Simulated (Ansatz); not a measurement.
Basis-set extrapolation for `[S][Si](Cl)(Cl)Cl` radical (PBE0-D4/def2-TZVP geometry, frozen core, the Gaussian-basis code of Ansatz). Multiplicity 2, UHF reference.

|  | def2-TZVPP | def2-QZVPP |
| --- | --- | --- |
| HF | -2065.194492 | -2065.252571 |
| MP2 correlation | -0.814798 | -0.898683 |
| CCSD(T) correlation | -0.919277 | not run |

Energies in hartree. Use E(X) = E(∞) + A·exp(−7.88·√X) for Hartree–Fock and E(X) = E(∞) + B·X^(−2.97) for correlation, with X = 3 and 4, and add CCSD(T) minus MP2 of the smaller set to the MP2 limit.

**Question.** What is the CCSD(T) energy at the basis-set limit?

**Answer.** HF limit: -2065.252571 + (-0.058079) × 0.13774 = -2065.26057. MP2 limit: -0.898683 + (-0.083885) × 0.74074 = -0.96082. Higher-order term: -0.919277 − (-0.814798) = -0.10448. Total: -2066.32587 hartree, 133.1 kcal/mol below CCSD(T)/def2-TZVPP.
